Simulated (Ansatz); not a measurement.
Basis sets compared for 2,4-difluorobenzenesulfonate (C₆H₃F₂O₃S⁻). Charge -1, multiplicity 1. Geometry r2SCAN-D4/def2-SVP. Ansatz on 4 threads of Intel Xeon Platinum 8488C on a shared host; times are rough, and most runs start from earlier orbitals.

```csv
atom,x (Å),y (Å),z (Å)
O1,1.684,0.638,2.613
S2,0.218,0.549,2.418
O3,-0.507,1.840,2.538
O4,-0.440,-0.598,3.087
C5,0.055,0.147,0.637
C6,-0.633,1.008,-0.220
C7,-0.776,0.730,-1.586
C8,-0.207,-0.439,-2.082
F9,-0.328,-0.731,-3.396
C10,0.490,-1.327,-1.265
C11,0.607,-1.014,0.091
F12,1.278,-1.872,0.865
H13,-1.057,1.910,0.232
H14,-1.313,1.399,-2.264
H15,0.930,-2.241,-1.670
```

```json
{"level": "PBE-D4/def2-SVPD", "functions": "286", "energy (Eh)": "-1052.6239", "HOMO (eV)": "-1.35", "LUMO (eV)": "1.64", "wall time": "4.2 s"}
{"level": "PBE0-D4/def2-SVPD", "functions": "286", "energy (Eh)": "-1052.6390", "HOMO (eV)": "-2.95", "LUMO (eV)": "2.44", "wall time": "7 s"}
```

(1) Estimate the rows for PBE-D4/def2-TZVPD, PBE0-D4/def2-TZVPD (with forces).

## Answers

(1) 
| level | functions | energy (Eh) | HOMO (eV) | LUMO (eV) | wall time |
| --- | --- | --- | --- | --- | --- |
| PBE-D4/def2-TZVPD | 495 | -1053.5250 | -1.33 | 1.69 | 9 s |
| PBE0-D4/def2-TZVPD (with forces) | 495 | -1053.5432 | -2.91 | 2.50 | 35 s |
